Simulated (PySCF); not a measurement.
A calculated (B3LYP, PySCF 2.14, dyall-av2z, no relativity, point nucleus) atom or ion has these occupied shells.

```tsv
shell	electrons	orbital energy (eV)	rms radius, mean of both spins (bohr)
1s α	1	-1536.9	0.140
1s β	1	-1536.7	0.140
2s α	1	-124.42	0.685
2s β	1	-124.20	0.685
2p α	3	-85.134	0.677
2p β	3	-84.820	0.677
3p α	2	-11.573	3.00
```

Task: Name the element and its charge.

Result: Al⁺ (aluminium, charge +1), in [Ne] 3p2, high-spin 3P determinant (an excited configuration).
